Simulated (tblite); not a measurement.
C₂H₁₁O₂Si₃ (doublet state).
Numbering: `[CH2:1][CH2:2][O:3][Si@@H:4]([SiH3:5])[O:6][SiH3:7]` (hydrogens: H8, H9 on C1; H10, H11 on C2; H12 on Si4; H13, H14, H15 on Si5; H16, H17, H18 on Si7)

Computed geometry: GFN2-xTB, gas phase. This method treats the open shell by occupation alone, without spin polarisation.

Task: List the bond lengths, angles and torsions at this level.

Result: 
```
                     bond  length (bohr)   order
                    C1–C2          2.772  single
                    C2–O3          2.642  single
                   O3–Si4          3.068  single
                  Si4–Si5          4.315  single
                   Si4–O6          3.088  single
                   O6–Si7          3.053  single
             C1–H8, C1–H9          2.023  single
                   C2–H10          2.090  single
                   C2–H11          2.092  single
                  Si4–H12          2.776  single
Si5–H13, Si5–H14, Si5–H15          2.776  single
Si7–H16, Si7–H17, Si7–H18          2.763  single
```

Bonds in one row agree within 0.02 bohr and their mean is given. Orders are formal, as drawn. A selection of angles:
```
      angle  degrees
   C2–C1–H8    119.7
   H8–C1–H9    120.4
   C1–C2–O3    111.6
  C1–C2–H10    110.7
  C1–C2–H11    110.7
  O3–C2–H10    108.8
  O3–C2–H11    109.3
 H10–C2–H11    105.4
  C2–O3–Si4    128.2
 O3–Si4–Si5    102.7
  O3–Si4–O6    109.6
 O3–Si4–H12    111.0
 Si5–Si4–O6    112.7
Si5–Si4–H12    122.0
 O6–Si4–H12     98.8
Si4–Si5–H13    110.7
Si4–Si5–H15    116.3
H13–Si5–H14    105.7
 Si4–O6–Si7    153.5
 O6–Si7–H16    109.3
 O6–Si7–H17    107.5
 O6–Si7–H18    103.9
H16–Si7–H17    110.8
H17–Si7–H18    113.4
```

Torsions: C1–C2–O3–Si4 152° (antiperiplanar); C2–O3–Si4–Si5 -163° (antiperiplanar); O3–Si4–O6–Si7 -55° (synclinal).

Si5 (silicon bonded to Si and 3 H) is distorted tetrahedral (angles from 105.5° to 116.3°). O6 (oxygen bonded to 2 Si) is bent (angle 153.5°). Si4 (silicon bonded to 2 O, Si and H) is distorted tetrahedral (angles from 98.8° to 122.0°). O3 (oxygen bonded to C and Si) is bent (angle 128.2°). C1 (carbon bonded to C and 2 H) is planar (angles 120.4°, 119.9° and 119.7°, sum 360.0°, 0.00 Å off the plane of its three neighbours). Si7 (silicon bonded to O and 3 H) is distorted tetrahedral (angles from 103.9° to 113.4°). Of the pairs four or more bonds apart, Si7···H11 is among the closest relative to their van der Waals radii: 3.31 Å, 100 % of the sum of Bondi's values.

Point group: C1 (no symmetry element, even within 0.4 Å). Its lowest GFN2-xTB frequency is 18i cm⁻¹, too small to tell a flat minimum from a shallow saddle. Torsions: H–C1–C2–O3 178° and -3°, C1–C2–O3–Si4 152°, C2–O3–Si4–Si5 -163°, O3–Si4–O6–Si7 -55°. 3 starts were optimised and ended at 0.00, 0.05 and 0.34 kcal/mol (GFN2-xTB); the lowest of these is shown.

One conformer stands for the species.
